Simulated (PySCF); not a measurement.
The dipole of `CC[C@H](C)n1nncc1[SiH3]` from its density and from atomic charges.

Coordinates (GFN2-xTB, Å) and charges (e) from the PBE0/pcSseg-1 density (PySCF):

```csv
atom,x,y,z,Mulliken,IAO,Hirshfeld,ESP-fitted
C1,-1.822,0.313,-1.543,-0.2639,-0.4209,-0.1208,-0.4027
C2,-1.927,-0.251,-0.131,-0.2078,-0.2557,-0.0692,+0.2640
C3,-0.560,-0.668,0.422,-0.1296,+0.0039,+0.0372,-0.3147
C4,-0.684,-1.347,1.784,-0.1676,-0.4240,-0.1203,-0.4076
N5,0.281,0.498,0.553,-0.4339,+0.0476,+0.0534,+0.9991
N6,-0.100,1.526,1.295,-0.0239,-0.1246,-0.0585,-0.3117
N7,0.817,2.422,1.266,-0.2381,-0.1910,-0.1468,-0.3881
C8,1.823,1.984,0.497,+0.0169,-0.1076,-0.0436,+0.1964
C9,1.505,0.723,0.012,-0.0733,-0.2715,-0.0804,-0.6378
Si10,2.450,-0.435,-1.106,+0.5170,+0.5996,+0.3175,+0.3650
H11,-1.390,-0.421,-2.220,+0.1070,+0.1331,+0.0357,+0.0762
H12,-2.806,0.585,-1.913,+0.1224,+0.1480,+0.0456,+0.1027
H13,-1.197,1.204,-1.555,+0.1320,+0.1449,+0.0340,+0.0982
H14,-2.351,0.500,0.536,+0.1435,+0.1547,+0.0396,-0.0470
H15,-2.582,-1.124,-0.131,+0.1194,+0.1362,+0.0436,+0.0056
H16,-0.068,-1.343,-0.287,+0.1372,+0.1359,+0.0459,+0.1409
H17,-1.307,-2.233,1.707,+0.1141,+0.1453,+0.0475,+0.1452
H18,0.297,-1.641,2.151,+0.1220,+0.1474,+0.0419,+0.1092
H19,-1.130,-0.657,2.496,+0.1358,+0.1606,+0.0448,+0.1005
H20,2.703,2.570,0.329,+0.0897,+0.1682,+0.0597,+0.1189
H21,2.652,-1.709,-0.408,-0.0735,-0.1157,-0.0729,-0.0833
H22,1.667,-0.668,-2.325,-0.0720,-0.1153,-0.0719,-0.0888
H23,3.726,0.199,-1.419,-0.0731,-0.0991,-0.0630,-0.0402
```

Question: Form Σ q r in debye for every column and set it beside the full dipole.

Answer: The full density gives (0.36, -3.50, -2.12) D, 4.11 D in size; dipole vectors point from the negative to the positive end.

```tsv
scheme	μx	μy	μz	size (D)	share of the full size (%)	angle to the full dipole (°)
Mulliken	0.12	-4.84	-2.81	5.59	136	4
IAO	0.20	-4.02	-2.26	4.61	112	3
Hirshfeld	-0.10	-2.46	-1.14	2.72	66	10
ESP-fitted	0.36	-3.48	-2.13	4.10	100	0
```

Question: Which set comes closest?

Answer: Length of the difference vector: ESP-fitted 0.02 D, IAO 0.56 D, Hirshfeld 1.50 D, Mulliken 1.52 D. Closest: ESP-fitted. The schemes that divide the density aren't constrained to reproduce the dipole.

Question: What is left for the Hirshfeld atoms' own dipoles?

Answer: The shares of the density sum to the whole, so what Σ q r misses lies in dipoles about the nuclei. The atomic dipoles sum to (0.36, -3.50, -2.12) − (-0.10, -2.46, -1.14) = (0.46, -1.04, -0.98) D, 1.50 D in size.

Question: With the origin at the mean of the coordinates, (0.000, 0.001, 0.000) Å, which are the largest single terms, by size, of the Mulliken dipole along the direction of the full one?

Answer: N7 +3.02, Si10 +2.87, N5 +1.42, H20 -0.91, H16 +0.85 D; all 23 atoms together +5.58 D. The single terms depend on the origin, their sum doesn't.

Question: Give the size of the full dipole in other units.

Answer: 4.11 D = 1.616 au = 0.855 e·Å = 13.70 × 10⁻³⁰ C·m.

The structure is a single GFN2-xTB conformer in the gas phase; no vibrational or solvent corrections.

The run behind these numbers computed NMR shieldings as well. On one thread of an Arm Neoverse V1, shared host with 32 logical CPUs at a one-minute load of 9.4, this took 59 s wall and 1.1 GiB of memory at its peak.

Shape of the structure used: `[CH3:1][CH2:2][C@H:3]([CH3:4])[n:5]1[n:6][n:7][cH:8][c:9]1[SiH3:10]`: C1–C2–C3–C4 -175°, C2–C3–N5–N6 57°.
